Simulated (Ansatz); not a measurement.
CH4ClNOSi can be A, `O/C(Cl)=N/[SiH3]`, or B, `Cl[SiH]1NCO1`.

Calculated with Ansatz (gas phase, PBE0-D4/def2-TZVP geometries, no zero-point term in ΔE). CCSD(T)/CBS adds triple-zeta CCSD(T) − MP2 to the extrapolated MP2 energy (def2 sets, frozen cores). Functionals use def2-TZVPP. B3LYP here is the variant with VWN-RPA as its local correlation; programs differ in this. One conformer a species, not always the lowest.

A:

Z-matrix (Å, degrees):
```
Si
N 1 1.734
H 1 1.481 2 107.3
H 1 1.486 2 110.7 3 -119.4
H 1 1.486 2 110.4 3 119.2
C 2 1.242 1 128.5 3 177.9
Cl 6 1.749 2 126.2 1 -0.0
O 6 1.331 2 125.3 1 179.9
H 8 0.968 6 105.9 2 0.0
```

B:

```xyz
9

Cl   -1.151   -0.988   -2.273
Si   -0.102   -0.977   -0.514
N    -0.650    0.070    0.722
C     0.547    0.881    0.479
O     1.212    0.032   -0.474
H     0.161   -2.396   -0.219
H    -1.534    0.524    0.870
H     1.178    0.991    1.366
H     0.338    1.863    0.042
```

Which isomer does CCSD(T)/CBS put lower? Give the gap. (Best estimate.)

The calculation gave: B, by 218.6 kJ/mol.

Give E(B) − E(A) in kJ/mol with ωB97M-V, PBE-D4, r2SCAN-D4, CCSD/def2-TZVPP, B3LYP, CCSD(T)/def2-TZVPP, B2PLYP. (An estimate is asked.)

Ansatz gave: ωB97M-V -214.5, PBE-D4 -187.3, r2SCAN-D4 -200.5, CCSD/def2-TZVPP -218.2, B3LYP -193.1, CCSD(T)/def2-TZVPP -210.9, B2PLYP -202.6. None reverses the order clearly.

Largest T1 diagnostic: 0.013.

From PBE to PBE0 (25 % exact exchange), in def2-TZVPP and without D4, E(B) − E(A) moves by −21.9 kJ/mol.
